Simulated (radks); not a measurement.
Values are calculated unless marked as measured or tabulated.
Numerical settings for the potassium ion K+, [Ar]. Level of theory: Dirac Kohn-Sham, PBE, spin-unpolarised, spherical densities, finite nucleus; Fermi nuclear charge, rms radius 3.4349 fm (a radial shooting solver on a logarithmic mesh with Libxc functionals). The defaults (mesh step 0.008 in ln r, mesh end at 40 bohr or more with all orbitals vanishing there, Anderson mixing 0.5 over 9 steps, residual threshold near 1e-9 with the energy settled to 1e-9 hartree or 1e-11 of itself, here a cap of 80 iterations) give E = -601.9306 hartree and 3p3/2 at -24.793 eV in 14 iterations. Run on one thread of a shared host, so times are rough (Arm Neoverse N1): 0.09 s of CPU time, 0.09 s wall, 14 iterations on 2189 mesh points. Changes against that run (0 stands for a change within the tolerance of the run):

mesh step in ln r 0.003: iterations 15; converged yes; E (mhartree) 0; e(3p3/2) (meV) 0; CPU (s) 0.21
mesh step in ln r 0.05: iterations 14; converged yes; E (mhartree) -0.00294; e(3p3/2) (meV) -0.00295; CPU (s) 0.03
mesh step in ln r 0.005: iterations 14; converged yes; E (mhartree) 0; e(3p3/2) (meV) 0; CPU (s) 0.13
mesh end (bohr) 5: iterations 14; converged yes; E (mhartree) +3.04; e(3p3/2) (meV) +112; CPU (s) 0.08
mesh end (bohr) 1: iterations 13; converged level above zero; E (mhartree) +8.08e+04; e(3p3/2) (meV) +3.64e+05; CPU (s) 0.05
residual threshold 1e-13: iterations 80; converged no; E (mhartree) 0; e(3p3/2) (meV) 0; CPU (s) 0.3
residual threshold 0.001: iterations 8; converged yes; E (mhartree) 0; e(3p3/2) (meV) -0.366; CPU (s) 0.06
mixing 0.05: iterations 19; converged yes; E (mhartree) 0; e(3p3/2) (meV) 0; CPU (s) 0.11
linear mixing, mixing 0.05: iterations 80; converged no; E (mhartree) +0.00847; e(3p3/2) (meV) -166; CPU (s) 0.39
linear mixing, mixing 0.8: iterations 24; converged yes; E (mhartree) 0; e(3p3/2) (meV) 0; CPU (s) 0.12
mixing history 3: iterations 15; converged yes; E (mhartree) 0; e(3p3/2) (meV) 0; CPU (s) 0.09
iteration cap 2: iterations 2; converged no; E (mhartree) +117; e(3p3/2) (meV) -1.24e+04; CPU (s) 0.02

Settled on a wrong energy, with an occupied level pushed above zero by the early mesh end: mesh end (bohr) 1 (+80.8 hartree). Apart from these: settings that end as converged yet miss the energy by more than 1 mhartree: mesh end (bohr) 5 (+0.00304 hartree). A mesh that ends early acts as a hard wall.
